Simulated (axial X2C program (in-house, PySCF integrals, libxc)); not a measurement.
Curves of InBr⁻ by EOM-EA-CCSD

Computed with an axial X2C code built on PySCF integrals: two-component X2C with atomic mean-field Coulomb and Gaunt terms, Gaussian nuclei, basis In dyall-acv3z, Br dyall-acv3z with contracted cores.

Energies in eV from the lowest point of the lowest state; states are followed by energy order within each Ω. Reference: InBr, 10 electrons correlated in 92 virtual spinors with an MP2 remainder; levels at this size can be off by some tenths of an eV. Masses 114.904 and 78.918 u.

| R (Å) | (1)Ω=1/2 | (1)Ω=3/2 |
| --- | --- | --- |
| 2.364 | 0.5941 | 0.6862 |
| 2.466 | 0.2905 | 0.3889 |
| 2.569 | 0.1147 | 0.2184 |
| 2.685 | 0.0211 | 0.1303 |
| 2.800 | 0.0000 | 0.1139 |
| 2.954 | 0.0393 | 0.1581 |

T1 of the reference reaches 0.014 (Lee–Taylor). Curves followed by order can swap character. Number of frozen shells: In 4 s, 3 p, 2 d; Br 3 s, 2 p, 1 d. Roots with under 60 % one-particle weight at any point are counted in the labels but not shown, and the list ends where the roots sought for some Ω run out; states that need a further excitation are missing and may lie low or lowest. Curves with a minimum but no constants failed the fit check.
